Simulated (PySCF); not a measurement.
## SMILES N#C[SiH2][SiH2][SiH2]O[SiH2]N, CH10N2OSi4

Geometry:
```json
{"atom": "N1", "x (Å)": "0.184", "y (Å)": "2.887", "z (Å)": "0.699"}
{"atom": "C2", "x (Å)": "-0.811", "y (Å)": "2.316", "z (Å)": "0.654"}
{"atom": "Si3", "x (Å)": "-2.346", "y (Å)": "1.255", "z (Å)": "0.580"}
{"atom": "Si4", "x (Å)": "-1.688", "y (Å)": "-0.963", "z (Å)": "0.322"}
{"atom": "Si5", "x (Å)": "-0.374", "y (Å)": "-1.438", "z (Å)": "-1.517"}
{"atom": "O6", "x (Å)": "1.063", "y (Å)": "-0.731", "z (Å)": "-1.317"}
{"atom": "Si7", "x (Å)": "2.462", "y (Å)": "-0.491", "z (Å)": "-0.522"}
{"atom": "N8", "x (Å)": "2.073", "y (Å)": "0.360", "z (Å)": "0.919"}
{"atom": "H9", "x (Å)": "-3.055", "y (Å)": "1.674", "z (Å)": "1.799"}
{"atom": "H10", "x (Å)": "-3.084", "y (Å)": "1.850", "z (Å)": "-0.545"}
{"atom": "H11", "x (Å)": "-2.958", "y (Å)": "-1.720", "z (Å)": "0.258"}
{"atom": "H12", "x (Å)": "-1.109", "y (Å)": "-1.378", "z (Å)": "1.614"}
{"atom": "H13", "x (Å)": "-0.138", "y (Å)": "-2.870", "z (Å)": "-1.745"}
{"atom": "H14", "x (Å)": "-0.868", "y (Å)": "-0.836", "z (Å)": "-2.761"}
{"atom": "H15", "x (Å)": "3.280", "y (Å)": "0.171", "z (Å)": "-1.537"}
{"atom": "H16", "x (Å)": "2.993", "y (Å)": "-1.783", "z (Å)": "-0.096"}
{"atom": "H17", "x (Å)": "2.801", "y (Å)": "0.469", "z (Å)": "1.606"}
{"atom": "H18", "x (Å)": "1.566", "y (Å)": "1.232", "z (Å)": "0.838"}
```

The calculation used GIAO HF/pcSseg-1 magnetisability, rotational g tensor and spin-rotation constants, non-relativistic, gas phase (PySCF 2.14.0). Geometry: GFN2-xTB.

Task: Give the nuclear spin-rotation constants along the inertial axes (H = +C I·J) beside the isotropic shieldings.

Result: Rotational constants 1.1423, 0.7404, 0.5094 GHz. A star marks the isotopologue with that one atom substituted, in its own axes.
```tsv
atom	isotope	Caa (kHz)	Cbb (kHz)	Ccc (kHz)	mean (kHz)	σ (ppm)
N1	14N	0.240	0.066	0.136	0.147	-102.9
N8	14N	0.035	0.024	0.022	0.027	245.6
H9	1H	-0.014	-0.066	-0.029	-0.036	27.9
H10	1H	-0.085	-0.069	0.004	-0.050	28.1
H11	1H	-0.074	-0.007	-0.053	-0.045	29.3
H12	1H	-0.103	-0.070	0.009	-0.054	28.5
H13	1H	-0.041	-0.012	-0.040	-0.031	27.0
H14	1H	-0.095	-0.071	0.024	-0.047	27.1
H15	1H	-0.062	-0.054	-0.004	-0.040	27.6
H16	1H	-0.047	-0.052	-0.014	-0.038	27.9
H17	1H	-0.122	-0.041	-0.041	-0.068	31.7
H18	1H	-0.032	-0.058	-0.045	-0.045	29.2
C2	13C*	0.385	0.102	0.238	0.242	54.8
Si3	29Si*	-0.533	-0.356	-0.244	-0.378	478.0
Si4	29Si*	-0.503	-0.337	-0.221	-0.354	506.2
Si5	29Si*	-0.613	-0.373	-0.293	-0.426	426.3
O6	17O*	-0.048	-0.069	-0.022	-0.046	324.8
Si7	29Si*	-0.624	-0.383	-0.276	-0.428	428.8
```
For the geometry as given, no vibrational averaging.

Task: How do the rotational constants and the g tensor change when H9, H10, H11, H12, H13, H14, H15, H16, H17, H18 are replaced by deuterium?

Result: Constants 1.0265, 0.6670, 0.4665 GHz; g -0.0251, -0.0118, -0.0112, against -0.0280, -0.0130, -0.0123 before.
